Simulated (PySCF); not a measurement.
## Static response to an electric field

C4H2NO2 (charge -1).
Geometry (GFN2-xTB, Å), atoms numbered from 1 in this order:
```
atom  x, y, z in Å
N1     2.666   -0.048   -0.385
C2     1.638    0.643   -0.089
C3     0.284    0.297   -0.250
C4    -0.864   -0.055   -0.432
C5    -2.333   -0.420   -0.572
O6    -2.803   -0.953    0.438
O7    -2.835   -0.126   -1.660
H8     2.428   -0.960   -0.781
H9     1.833    1.628    0.337
```

Level: PBE0/def2-SVPD (PySCF), static field, nuclei fixed, core orbitals frozen in the response. The polarisability tensor in these axes (au):

```
x   121.20   9.41   4.31
y     9.41  53.67  -0.78
z     4.31  -0.78  56.37
```

Q: Give the principal values, the mean and the anisotropy Δα = √{½[(α1 − α2)² + (α2 − α3)² + (α1 − α3)²]}.

A: Principal values 51.95, 56.55 and 122.75 au; mean 77.08 au = 11.42 Å³ = 12.71 × 10⁻⁴⁰ C²·m²/J; Δα = 68.62 au (89 % of the mean).

Q: In TDDFT the mean static polarisability is Σ f/ω² over all singlet excitations (ω in hartree). How much of it do the 6 lowest give? Their energies (eV) and oscillator strengths: 4.12, 0.1796; 4.23, 0.0050; 4.32, 0.0006; 4.67, 0.0016; 4.74, 0.0006; 5.18, 0.0013.

A: They add up to 8.16 au, 10.6 % of the 77.08 au; the largest single term is 7.82 au, from the state at 4.12 eV. Terms in order: 7.82, 0.20, 0.02, 0.05, 0.02, 0.04 au. Higher excitations give the rest. The strengths listed sum to 0.189.

Q: What depolarisation ratio follows for Rayleigh scattering of linearly polarised light, taking the static tensor?

A: ρ = 3Δα²/(45ᾱ² + 4Δα²) = 14125.2/(267374 + 18833.6) = 0.0494.

Q: Give the eigenvalues of the traceless quadrupole moment Θ = ½Σq(3rr − r²1), origin at the centre of nuclear charge.

A: -36.38, 9.20, 27.18 D·Å. The values depend on the origin, since the species is charged. The electronic extent ⟨r²⟩ about the same centre is 1041 bohr², a root-mean-square distance of 2.41 Å for the 50 electrons.

Q: Give the principal axes and the span of the nuclei along them.

A: Largest value along (0.99, 0.13, 0.06), where the nuclei span 5.53 Å; middle along (-0.02, -0.31, 0.95), 2.25 Å; least along (-0.15, 0.94, 0.31), 2.86 Å. The strongest response lies along the longest span, while the other two are in reverse order.

Isolated species at its GFN2-xTB geometry, gas phase.
